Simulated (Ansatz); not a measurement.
The first iterations of a band of a periodic cell of 17 atoms, LiSi₁₆ (host Si, host structure diamond, interstitial Li), cell charge +1.

Method: DFT PBE, scalar-relativistic, plane waves, PAW in Ansatz. Settings: PAW set soft_1, cutoff 420 eV, k mesh 2x2x2, gaussian smearing 0.02 eV, no spin polarisation.

- movable images: 3
- climbing image: yes
- spring: 50.0 eV/Å²
- optimiser: fire
- start path: default
- force threshold: 0.05 eV/Å
- iteration limit: 50
- end points: relaxed

First end point:

```xyz
17
Lattice="0.0000 5.4300 5.4300 5.4300 0.0000 5.4300 5.4300 5.4300 0.0000" Properties=species:S:1:pos:R:3
Si 0.020 -0.002 0.000
Si 1.347 1.364 1.366
Si 2.713 2.691 -0.001
Si 4.095 4.045 1.382
Si 2.713 -0.003 2.693
Si 4.095 1.380 4.047
Si 5.428 2.712 2.714
Si 6.760 4.045 4.047
Si -0.002 2.713 2.715
Si 1.347 4.061 4.063
Si 2.713 5.428 2.736
Si 4.080 6.794 4.063
Si 2.713 2.734 5.430
Si 4.080 4.061 6.796
Si 5.407 5.428 5.429
Si 6.761 6.810 6.812
Li 8.143 5.427 5.429
```

Last end point:

```xyz
17
Lattice="0.0000 5.4300 5.4300 5.4300 0.0000 5.4300 5.4300 5.4300 0.0000" Properties=species:S:1:pos:R:3
Si -0.010 0.008 -0.009
Si 1.357 1.335 1.358
Si 2.740 2.689 -0.025
Si 4.093 4.072 1.357
Si 2.724 0.009 2.725
Si 4.073 1.358 4.073
Si 5.421 2.706 2.723
Si 6.787 4.072 4.051
Si -0.026 2.688 2.741
Si 1.357 4.071 4.094
Si 2.738 5.453 2.738
Si 4.070 6.784 4.072
Si 2.723 2.705 5.421
Si 4.050 4.072 6.788
Si 5.405 5.454 5.405
Si 6.787 6.808 6.787
Li 6.782 4.064 6.786
```

| iteration | highest image above the first end (eV) | largest band force component (eV/Å) |
| --- | --- | --- |
| 1 | 0.808 | 0.844 |
| 2 | 0.748 | 0.598 |
| 3 | 0.686 | 0.198 |
| 4 | 0.673 | 0.235 |
| 5 | 0.671 | 0.219 |
| 6 | 0.668 | 0.191 |
| 7 | 0.663 | 0.152 |

Problem. Does the band converge within its limit, and where does its top end?

Solution. The forces met the threshold. It ended after 22 iterations with the highest image 0.588 eV above the first end. The order of the stationary point at the top wasn't checked. Limits of this set-up: a small cell, in which the defect meets its images, charged cell in a uniform background, uncorrected.

Time of the run: 4.4 min on 1 thread of Intel(R) Xeon(R) Platinum 8375C CPU @ 2.90GHz (Ice Lake) (shared host), peak memory 0.77 GiB.
